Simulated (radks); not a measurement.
Values are calculated unless marked as measured or tabulated.
Pm LVII, configuration [He] 2s2 2p1. Level of theory: non-relativistic Kohn-Sham, PBE, spin-polarised, spherical densities, point nucleus; open shells are filled with parallel spins first (spin-orbit coupling, left out, can overturn this in heavy ions); relativity is left out, which matters for an element this heavy (a radial shooting solver on a logarithmic mesh with Libxc functionals).

Normalised radial functions P(r) = r R(r), r in bohr:

```
   r/bohr * 1s down, o 2s down, + 2p down (the largest magnitude, 5.71, reaches the edge; | marks zero, & curves that meet)
0.0009966                             +o  *
 0.001329                             + o  *
 0.001773                             + o    *
 0.002365                             +  o     *
 0.003154                             +   o       *
 0.004173                             +    o        *
 0.005566                             |+    o           *
 0.007423                             |+     o             *
 0.009901                             | +     o               *
  0.01321                             |  +    o                 *
  0.01761                             |    + o                   *
  0.02349                             |    o +                 *
  0.03133                             |o        +          *
  0.04179                        o    |            + *
  0.05574                  o          |        *     +
  0.07434              o              |   *           +
  0.09836             o               |*            +
   0.1312                 o           *        +
    0.175                       o     *    +
   0.2334                           o * +
   0.3113                             &
```

1s down: eigenvalue -48160 eV, 0 radial nodes, <r> = 0.0248 bohr, 90 % of the charge inside 0.0440 bohr. 2s down: eigenvalue -11411.9 eV, 1 radial node at r = 0.0332 bohr, <r> = 0.101 bohr, 90 % of the charge inside 0.155 bohr. 2p down (empty): eigenvalue -11246.9 eV, 0 radial nodes, <r> = 0.0854 bohr, 90 % of the charge inside 0.137 bohr.
